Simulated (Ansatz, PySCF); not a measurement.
Species: CH3N, charge 0, singlet. CH3N (SMILES C=N).
B3LYP-D3(BJ)/def2-TZVP minimum from Ansatz (an electronic-structure program):
```xyz
5

C     -0.5561     0.1803     0.0310
N      0.6007    -0.3213    -0.0448
H     -1.4210    -0.4825    -0.0049
H     -0.7700     1.2493     0.1322
H      1.3223     0.4006     0.0002
```

Total energies in hartree (Ansatz). Open shells are spin-unrestricted; no spin-orbit coupling. Cores are frozen in correlated methods. No relativity. For partners of very few electrons the exact lower level stands in for a higher one.

```tsv
species	HF/cc-pVTZ	CCSD(T)/cc-pVTZ	HF/cc-pVQZ	CCSD(T)/cc-pVQZ	CCSDT(Q)/cc-pVTZ
1: CH3N (SMILES C=N)	-94.06771	-94.47249	-94.07484	-94.50115	-94.47366
2: C (triplet)	-37.69157	-37.78076	-37.69331	-37.78654	-37.78126
3: N (quartet)	-54.40069	-54.51471	-54.40372	-54.52482	-54.51507
4: H (doublet)	-0.49981	-0.49981	-0.49995	-0.49995	-0.49981
```

Task: Work out the enthalpy of formation at 298 K (by atomisation, with ideal-gas terms from PySCF's Hessian at B3LYP-D3(BJ)/def2-TZVP and the atoms' measured values of the G2/97 table; no spin-orbit terms) in kcal/mol: take Hartree-Fock from cc-pVQZ, extrapolate the CCSD(T) correlation energy as X^-3 (X = 3, 4), and add CCSDT(Q) - CCSD(T) in cc-pVTZ. The further terms named in the bracket sum to +0.73381 hartree. 1 hartree = 627.51 kcal/mol.

Result: 
Species 1: correlation (64·(-0.42631) - 27·(-0.40478))/37 = -0.44202; step -0.00117; E1 = -94.07484 + (-0.44202) + (-0.00117) = -94.51803
Species 2: correlation (64·(-0.09323) - 27·(-0.08919))/37 = -0.09618; step -0.00050; E2 = -37.69331 + (-0.09618) + (-0.00050) = -37.78999
Species 3: correlation (64·(-0.12110) - 27·(-0.11402))/37 = -0.12627; step -0.00036; E3 = -54.40372 + (-0.12627) + (-0.00036) = -54.53035
Species 4: correlation (64·(0.00000) - 27·(0.00000))/37 = 0.00000; step +0.00000; E4 = -0.49995 + (0.00000) + (+0.00000) = -0.49995
+1·E1 -1·E2 -1·E3 -3·E4 +0.73381 = 0.03597 hartree = 22.6 kcal/mol. Measured: 21.2 kcal/mol, 88.7 kJ/mol (Active Thermochemical Tables 1.112 (ions: stationary electron), as tabulated in the package chemicals); atomic spin-orbit terms, which the calculations lack, would raise the computed values. The composite differs from it by +1.4 kcal/mol; core, relativistic and spin-orbit terms are not in it.
